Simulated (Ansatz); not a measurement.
Reaction (substitution at a C–C bond): `C=C([SiH3])C=S` + `C[SiH](O)Cl` → `C[SiH](Cl)OC=S` + `C=C[SiH3]`

Calculated with Ansatz (gas phase, PBE0-D4/def2-TZVP geometries, no zero-point term in ΔE). CBS: MP2 limit from def2 TZ/QZ plus the TZ coupled-cluster correction, frozen cores. DFT in def2-TZVPP. One conformer a species, not always the lowest.

`C=C([SiH3])C=S`:

Cartesian coordinates in Å:
```
C 0.191 1.463 0.512
C -0.169 0.257 0.054
Si 1.111 -1.088 -0.214
C -1.573 -0.065 -0.199
S -2.755 0.971 -0.579
H 1.227 1.714 0.707
H -0.558 2.225 0.712
H 0.789 -2.264 0.638
H 2.449 -0.552 0.141
H 1.106 -1.532 -1.633
H -1.819 -1.128 -0.139
```

`C[SiH](O)Cl`:

Z-matrix (Å, degrees):
```
C
Si 1 1.852
H 1 1.092 2 110.4
H 1 1.093 2 110.2 3 119.9
H 1 1.093 2 111.1 3 -119.8
O 2 1.636 1 113.3 3 -178.2
Cl 2 2.066 1 107.5 3 60.3
H 2 1.477 1 112.9 3 -58.5
H 6 0.958 2 118.5 1 -65.6
```

`C[SiH](Cl)OC=S`:

Cartesian coordinates in Å:
```
C -0.760 -1.702 -0.399
Si -0.224 0.041 -0.641
Cl 1.464 0.149 -1.802
O 0.124 0.649 0.872
C 0.864 1.701 1.209
S 0.955 2.298 2.698
H -1.024 -2.156 -1.356
H -1.633 -1.736 0.257
H 0.041 -2.288 0.057
H -1.238 0.912 -1.272
H 1.430 2.131 0.377
```

`C=C[SiH3]`:

Z-matrix (Å, degrees):
```
Si
C 1 1.859
H 1 1.488 2 110.8
H 1 1.487 2 109.0 3 -120.3
H 1 1.488 2 110.8 3 119.3
C 2 1.330 1 123.1 3 120.2
H 2 1.089 1 118.8 3 -59.8
H 6 1.087 2 122.2 1 -180.0
H 6 1.087 2 121.7 1 0.0
```

CCSD(T)/CBS gives +7.0 kcal/mol.

Problem. Another level gave +4.5 kcal/mol. Which?
A. r2SCAN-D4/def2-TZVPP
B. HF/def2-TZVPP
C. SCS-MP2/def2-TZVPP
D. MP2/def2-TZVPP

Solution. A. r2SCAN-D4 4.5, SCS-MP2/def2-TZVPP 6.5, MP2/def2-TZVPP 7.7, HF/def2-TZVPP 3.2 kcal/mol.

Largest T1 diagnostic among the species: 0.016.

In def2-TZVPP, CCSD(T) changes the Hartree–Fock value by +3.1 kcal/mol (the triples alone add +0.4 kcal/mol) and MP2 by +4.5 kcal/mol. The D4 term adds +0.8 kcal/mol with B3LYP and +0.4 kcal/mol with PBE0; it sums over pairs of atoms, weighted by their polarisabilities, and B3LYP, whose exchange is more repulsive, gets the larger term.

B3LYP here is the variant with VWN-RPA as its local correlation; programs differ in this.
